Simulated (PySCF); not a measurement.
## Two-component Hartree-Fock for Ti⁶⁺ (titanium, charge +6)

Start: [Ne] 3s2 3p4; 3p1/2 filled at m_j = -1/2, +1/2; 3p3/2 filled at m_j = +1/2, +3/2. Calculated with PySCF 2.14 in an even-tempered Gaussian basis (20 s from 0.27 bohr⁻², ratio 2.4; 14 p from 0.35 bohr⁻², ratio 2.4; 5 d from 2.6 bohr⁻², ratio 2.6; 5 f from 3.9 bohr⁻², ratio 2.6): generalised Hartree-Fock with the X2C-1e Hamiltonian and a Gaussian nucleus; one run each with spin-orbit coupling (SO) switched off, then screened by Boettger's factors.

```csv
spinor shell,electrons,"ε, spin-free (eV)","ε, screened SO (eV)",weight of nominal j (screened SO),"rms radius, screened SO (bohr)"
1s1/2,2,-5129.2,-5129.1,1.000,0.0804
2s1/2,2,-698.46,-698.40,1.000,0.349
2p1/2,2,-594.13,-598.78,0.975,0.317
2p3/2,4,-594.13,-591.76,0.987,0.320
3s1/2,2,-171.27,-171.25,1.000,1.00
3p3/2,2,-143.55,-144.93,0.820,1.04
3p1/2,2,-143.55,-142.27,0.708,1.04
```

| quantity | spin-free | screened SO |
| --- | --- | --- |
| E (hartree) | -841.59146 | -841.60990 |
| M_J | 2 | 2 |
| ⟨J²⟩ | 6.004 | 6.006 |
| ⟨L²⟩ | 2.003 | 2.063 |
| ⟨S²⟩ | 2.001 | 1.972 |

Each row is a mean over spinors that exchange with the open shell spreads, by up to 11.479 eV (3s1/2).

Rows whose weight is well below 1 are mixtures of j = l ± 1/2: exchange outweighs spin-orbit coupling there, and the label is only the starting occupation.

Without spin-orbit coupling the j labels of p, d and f shells carry no meaning; the spin-free column gives the mean over the occupied spinors of each nl shell.
